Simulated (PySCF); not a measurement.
C₄H₉NSi, SMILES C#CCC[SiH2]N.

Coordinates come from a B3LYP-D3(BJ)/def2-SVP optimisation. The structure was generated by enumeration, and PubChem lists no compound with its InChIKey, so it may never have been made. Other conformers were not sampled.

The numbers are results of PBE0/def2-TZVP in PySCF, not measurements.

Symmetry labels are those of the subgroup Cs that the program uses (full group Cs).

Problem. List the valence orbital energies around the gap with their symmetry. (The exact figures need the calculation; the answer reports its results.)

Solution. 
```
orbital  symmetry  energy (eV)
-------  --------  -----------
HOMO−7         A'       -11.26
HOMO−6         A'       -10.91
HOMO−5         A"       -10.47
HOMO−4         A"        -9.25
HOMO−3         A'        -9.19
HOMO−2         A'        -7.83
HOMO−1         A"        -7.62
HOMO           A'        -7.19
LUMO           A'         0.42
LUMO+1         A'         0.89
LUMO+2         A"         1.23
LUMO+3         A'         1.46
```
